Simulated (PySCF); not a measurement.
**W (tungsten, neutral) across methods**

[Xe] 4f14 5d4 6s2, high-spin 5D determinant. All numbers are calculated (PySCF 2.14, a scalar-relativistic core potential, in aug-cc-pwCVTZ-PP with ECP60MDF (8s8p7d4f3g, 122 functions)).

```csv
method,E (hartree),mean ε 6s α (eV),mean ε 5d α (eV),mean ε 6s β (eV),Σ⟨r²⟩ (bohr²),⟨S²⟩
PBEsol,-67.1895,-6.177,-5.362,-4.752,57.64,6.010
wB97M-V,-67.1975,-8.552,-8.881,-7.259,57.82,6.010
UHF,-66.68123,-8.308,-10.364,-6.075,59.83,6.038
CAM-B3LYP,-67.2318,-7.707,-7.845,-6.541,57.74,6.008
PBE0,-67.2692,-6.814,-6.705,-5.319,57.63,6.012
LDA,-67.1343,-6.328,-5.431,-5.029,57.71,6.008
r2SCAN,-67.3086,-6.448,-5.805,-4.782,57.80,6.028
```

Task: Estimate the same row for PBE.

Result: E (hartree) = -67.3086; mean ε 6s α (eV) = -6.114; mean ε 5d α (eV) = -5.376; mean ε 6s β (eV) = -4.724; Σ⟨r²⟩ (bohr²) = 57.74; ⟨S²⟩ = 6.009.

Energies and moments cover only the electrons outside the core potential. Spin-orbit coupling, absent here, splits the open shell strongly.
